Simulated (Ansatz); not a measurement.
Relaxation of ClF2GeH (5 atoms, charge 0, multiplicity 1), to a largest force component of 0.02 eV/Å in at most 40 steps.

All numbers below come from RKS PBE-D4/def2-SVP (Ansatz).

```xyz
5
Properties=species:S:1:pos:R:3
Ge 0.000 0.000 0.000
F 0.000 0.000 1.680
H 1.462 0.000 -0.516
F -0.791 1.371 -0.559
Cl -1.046 -1.812 -0.739
```

Q: Where does it end, and by what steps?

A: The forces met the threshold. After 3 steps the energy has fallen by 0.175 eV; Ge1 moved furthest, 0.07 Å.

```tsv
step	energy less start (eV)	largest force component (eV/Å)	accepted
0	0.0000	2.571	yes
1	-0.1364	1.130	yes
2	-0.1742	0.072	yes
3	-0.1750	0.015	yes
```

```xyz
5
Properties=species:S:1:pos:R:3
Ge 0.035 -0.045 -0.039
F -0.026 -0.014 1.699
H 1.493 0.010 -0.521
F -0.826 1.372 -0.565
Cl -1.050 -1.764 -0.709
```

Whether the end is a true minimum wasn't checked by a vibrational analysis.

The run took 5.4 s on 2 threads of Arm Neoverse V2 (shared host), peak memory 0.12 GiB.
